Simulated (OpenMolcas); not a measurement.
Mo3+: CASPT2 settings compared

- Program: OpenMolcas
- Basis: ANO-RCC-VQZP [8s7p5d3f2g1h]
- Scalar Hamiltonian: DKH2, point nucleus
- Active space: 3 electrons in 5 orbitals (4d)
- State averaging: 2S+1 = 4 even, 10 roots; 2S+1 = 2 even, 40 roots kept (CI in the orbitals of an earlier block)
- Spin-orbit coupling: RASSI with atomic mean-field integrals over the reference wave functions, term energies averaged over their components

Methods on the same reference wave functions:
A. CASSCF
B. SS-CASPT2, IPEA 0.5 Eh, no level shift (closed shells correlated: 4s 4p)
C. MS-CASPT2, IPEA 0.5 Eh, no level shift (closed shells correlated: 4s 4p)
D. XMS-CASPT2, IPEA 0.75 Eh, imaginary shift 0.2 Eh (closed shells correlated: none)
E. XMS-CASPT2, IPEA 0.15 Eh, sigma2 regulariser 0.1 Eh (closed shells correlated: 3d 4s 4p)

Energies in cm-1 above 4d3 4F 3/2, the measured ground level; measured values from Sugar and Musgrove, J. Phys. Chem. Ref. Data 17, 155 (1988).

```json
{"Level": "4d3 4F 3/2", "A": "0.0", "B": "0.0", "C": "0.0", "D": "0.0", "E": "0.0", "Measured": "0.0"}
{"Level": "4d3 4F 5/2", "A": "735", "B": "754", "C": "755", "D": "760", "E": "756", "Measured": "778"}
{"Level": "4d3 4F 7/2", "A": "1683", "B": "1706", "C": "1708", "D": "1718", "E": "1710", "Measured": "1760"}
{"Level": "4d3 4F 9/2", "A": "2786", "B": "2790", "C": "2790", "D": "2810", "E": "2790", "Measured": "2865"}
{"Level": "4d3 4P 1/2", "A": "13221", "B": "11130", "C": "11060", "D": "11240", "E": "10480", "Measured": "10338"}
{"Level": "4d3 4P 3/2 [75 %]", "A": "13323", "B": "11150", "C": "11010", "D": "11100", "E": "10460", "Measured": "10331"}
{"Level": "4d3 2G 7/2", "A": "14381", "B": "11960", "C": "11970", "D": "12490", "E": "12030", "Measured": "11580"}
{"Level": "4d3 4P 5/2", "A": "14382", "B": "12310", "C": "12300", "D": "12540", "E": "11710", "Measured": "11612"}
{"Level": "4d3 2G 9/2", "A": "15108", "B": "12660", "C": "12700", "D": "13280", "E": "12740", "Measured": "12311"}
{"Level": "4d3 2P 1/2", "A": "18744", "B": "15710", "C": "14700", "D": "14300", "E": "14340", "Measured": "14348"}
{"Level": "4d3 2H 9/2", "A": "19083", "B": "16260", "C": "16520", "D": "17510", "E": "16440", "Measured": "15995"}
{"Level": "4d3 2H 11/2", "A": "19485", "B": "16600", "C": "16900", "D": "17960", "E": "16800", "Measured": "16357"}
{"Level": "4d3 2D 5/2(1)", "A": "21301", "B": "17580", "C": "17600", "D": "17190", "E": "17250", "Measured": "16809"}
{"Level": "4d3 2F 7/2", "A": "31273", "B": "25750", "C": "25750", "D": "26990", "E": "25470", "Measured": "24787"}
{"Level": "4d3 2F 5/2", "A": "31622", "B": "26070", "C": "26080", "D": "27320", "E": "25790", "Measured": "25100"}
{"Level": "4d3 2D 5/2(2)", "A": "48736", "B": "40260", "C": "40240", "D": "40050", "E": "39690", "Measured": "38922"}
{"Level": "4d3 2D 3/2(2)", "A": "49135", "B": "40630", "C": "40690", "D": "40580", "E": "40060", "Measured": "39231"}
```

Deviations, from unrounded energies. A percentage is the sum of absolute deviations over the sum of measured energies, with the sign that they share, or ± where signs differ.

```
                        Against measurement  Levels      A     B     C     D     E
             mean absolute deviation (cm-1)      16   3900   660   620   940   360
      fine structure of the ground term (%)       3   -3.7  -2.8  -2.7  -2.2  -2.6
other terms of the ground configuration (%)      13  +25.1  +4.2  +4.0  ±6.0  ±2.2
```

E lies closest to measurement on these levels and A furthest from it. The largest miss of E in the table is 4d3 2D 3/2(2), by +830 cm-1. The ranking rests on the paired levels alone, and a cruder setting can come out closer through cancelling errors.

Among B to E the level of the table that moves most is 4d3 2F 5/2, by 1500 cm-1 (lowest in E, highest in D). Moves below CASPT2's spread within the term are not significant.

The mean deviations of B to E differ by less than CASPT2's widest spread within a term (1300 cm-1), so their order carries little weight.

From A to B the spin-free energies of the other terms of 4d3 shown, above 4F, scale by factors of 0.80 to 0.83, as is usual when dynamic correlation screens the repulsion within a d or f shell.

The lowest spin-free term lies below A's lowest term by 0.321 hartree in B, 0.321 hartree in C, 0.019 hartree in D, 0.422 hartree in E.

Term energies are means over components that CASPT2 splits; among the terms shown or strongly mixed into the levels shown the widest spread is 1300 cm-1 (4d3 4F, E). Terms from blocks run as CI alone lack orbitals of their own. The CASPT2 spread within a term exceeds the gap to the next term for 4d3 2P and 4d3 2H, so the order of their levels is uncertain (figures for B; the like holds for C, E). Without dynamic correlation excited terms often stand tens of per cent too high (terms of higher spin than the ground term too low), and those without a measured partner can miss by more than the paired ones (holds for A). Computed and measured levels are paired by configuration, term and J; levels that our copy of the source lacks, or whose pairing is in doubt (as where it misses far off the trend of its configuration), stay unpaired and out of the deviations. Levels of configurations outside the active space are missing. Levels that lie high or do not pair safely by name in every column are left out.

A share in square brackets marks a mixed level and gives the weight of the term that names it, the lowest over the columns. A number in round brackets counts repeated terms of one configuration in the order of the reference energies.
